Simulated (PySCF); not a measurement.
F3GeH3OSi, SMILES [F][Ge]([F])([F])[O][SiH3]. Heavy atoms are numbered as in [F:1][Ge:2]([F:3])([F:4])[O:5][SiH3:6]. Hydrogens are named by the atom that carries them.

Geometry optimised at r2SCAN-D4/def2-SVP. One conformer was computed; it need not be the lowest.

All values below come from KT2/pcSseg-1 in PySCF.

GIAO shieldings, no solvent; atoms alike by connectivity are averaged. δ = σ(ref) − σ: ¹⁹F against CFCl3 (σ = 127.1 ppm); ⁷³Ge against GeH4 (σ = 1669.3 ppm); ¹⁷O against H2O (σ = 330.4 ppm); ²⁹Si against TMS (σ = 361.9 ppm); ¹H against TMS (σ = 31.47 ppm), references at their B3LYP-D3(BJ)/def2-TZVP geometries, non-relativistic.

| atoms | nucleus | count | δ (ppm) |
|---|---|---|---|
| F1 | ¹⁹F | 3 | -179.7 |
| Ge2 | ⁷³Ge | 1 | 229.0 |
| O5 | ¹⁷O | 1 | 50.1 |
| Si6 (SiH3) | ²⁹Si | 1 | (withheld) |
| H on Si6 | ¹H | 3 | (withheld) |

Q: Fill in the missing entries. (Estimate from the structure and the level; the computed values follow.)

A: 
- H on Si6, δ (ppm): 5.61
- Si6 (SiH3), δ (ppm): -16.0
